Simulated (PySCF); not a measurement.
Species: C6H4N (doublet state).
Geometry (GFN2-xTB, Å), atoms numbered from 1 in this order:
```xyz
11
C6H4N angstrom
N      3.563    0.174   -0.133
C      2.417    0.180   -0.101
C      1.013    0.190   -0.062
C      0.192   -0.869    0.129
C     -1.232   -0.415    0.099
C     -1.113    1.073   -0.139
C      0.174    1.360   -0.222
H      0.491   -1.890    0.280
H     -1.744   -0.625    1.040
H     -1.795   -0.901   -0.700
H     -1.959    1.726   -0.217
```

The species is `[C]1C(C#N)=CCC=1` [radical].

Theory: PySCF 2.14.0, UKS B3LYP, pcH-1 on C H N, non-relativistic, mean-field spin-orbit, GIAO. Geometry: GFN2-xTB; no solvent, vibrations or thermal averaging. The geometry wasn't refined by DFT: couplings that depend on bond lengths, twists or pyramidal angles can differ widely from those at the functional's own minimum. Stability of the SCF solution: not tested.

What is the g tensor, term by term?

| Δg (ppm) | 1 | 2 | 3 |
| --- | --- | --- | --- |
| relativistic mass correction | -165 | -165 | -165 |
| gauge correction | 27 | 17 | -9 |
| orbital Zeeman/spin–orbit | -624 | -28 | 408 |
| total | -762 | -176 | 234 |

So g = 2.00156, 2.00214, 2.00255 and g_iso = 2.00208; the tensor is rhombic: the two nearest values differ by 41 % of g3 − g1. Axes: g1 points within 13° of the C6–H11 bond.

What effective moment and Curie constant follow for a powder?

With the mean of g² = 4.0083 and S(S+1) = 0.75: μ_eff = √(⟨g²⟩S(S+1)) = 1.734 μB and χT = 0.12505·⟨g²⟩·S(S+1) = 0.376 cm³ K/mol (cgs; spin-Hamiltonian part alone).

What are the electron Larmor frequencies g μB B/h along the three axes at 340 mT?

9.5249, 9.5276, 9.5296 GHz for g1, g2 and g3, a range of 4.7 MHz.

How much does each term add to the isotropic shift?

The mass correction -165, the orbital-Zeeman/spin–orbit term -81 and the gauge correction 12 ppm, for a total of -235 ppm. The mass correction is the largest in size. The mass correction is the same along every axis, so the anisotropy comes from the other two: their spans along these axes are 35 (gauge) and 1032 ppm (orbital Zeeman/spin–orbit).

In a frozen sample, at which fields do the three g values resonate at 9.5, 34, 94 and 263 GHz (hyperfine left aside), and which band first spreads them over more than twice a line width of 0.5 mT?

```tsv
band	GHz	B(g3) mT	B(g2) mT	B(g1) mT	spread mT
X	9.5	338.94	339.01	339.11	0.17
Q	34.0	1213.06	1213.31	1213.67	0.60
W	94.0	3353.76	3354.45	3355.43	1.67
J	263.0	9383.40	9385.32	9388.07	4.67
```

The spread grows in proportion to the frequency. W band is the first where it exceeds 1.0 mT.

Largest spin populations (Mulliken): C7 (+1.03), C6 (-0.13) and C5 (+0.07). No atom but C7 exceeds +0.15.

The HOMO–LUMO gaps are 5.10 eV among the α and 3.76 eV among the β orbitals.
